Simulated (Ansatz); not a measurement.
`BBC` + `N/C(F)=C\O` → `CB/C(F)=C\O` + `BN`  (formal exchange of groups at a B–B bond)

Gas-phase electronic energies from Ansatz, PBE0-D4/def2-TZVP geometries. CCSD(T)/CBS adds triple-zeta CCSD(T) − MP2 to the extrapolated MP2 energy (def2 sets, frozen cores). This one scheme is used for every species. Double bonds are as drawn, so ΔE can hold a change between cis and trans. DFT in def2-TZVPP. B3LYP here is the variant with VWN-RPA as its local correlation; programs differ in this. One conformer a species, not always the lowest.

Question: Is it downhill or uphill in electronic energy at CCSD(T)/CBS, and by how much? (Best estimate.)

Answer: The calculation gave: Downhill: ΔE = -53.1 kcal/mol.

Question: What do these levels give: PBE-D4, r2SCAN-D4, B3LYP-D4, ωB97X-V, r2SCAN, PBE0, B3LYP, CCSD/def2-TZVPP, MP2/def2-QZVPP, SCS-MP2/def2-QZVPP, HF/CBS(def2), MP2/CBS(def2)? (Estimate.)

Answer: The calculation gave: PBE-D4 -51.8, r2SCAN-D4 -52.9, B3LYP-D4 -53.5, ωB97X-V -51.0, r2SCAN -52.9, PBE0 -51.3, B3LYP -53.3, CCSD/def2-TZVPP -52.3, MP2/def2-QZVPP -55.0, SCS-MP2/def2-QZVPP -54.2, HF/CBS(def2) -51.8, MP2/CBS(def2) -54.9 kcal/mol.

Largest T1 diagnostic among the species: 0.013.

In def2-TZVPP, CCSD(T) changes the Hartree–Fock value by −1.5 kcal/mol (the triples alone add −0.7 kcal/mol) and MP2 by −3.3 kcal/mol.
